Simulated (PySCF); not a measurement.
# Correlation energy of Br²⁺ (bromine, charge +2)

[Ar] 3d10 4s1 4p4, high-spin 4P determinant (an excited configuration). Computed with PySCF 2.14 in x2c-TZVPPall, with scalar relativity by spin-free X2C-1e. Frozen: [Ar] 3d10; 5 electrons correlated.

MP2 pair energies summed by pair of shells (mhartree):

```csv
pair,energy,share (%)
4p-4p,-71.09,88.2
4s-4p,-9.52,11.8
```

Total MP2 correlation energy: -80.61 mhartree.

Same-spin part -20.59 and opposite-spin part -60.01 mhartree; SCS-MP2 scales them by 1/3 and 6/5 to -78.88 mhartree.
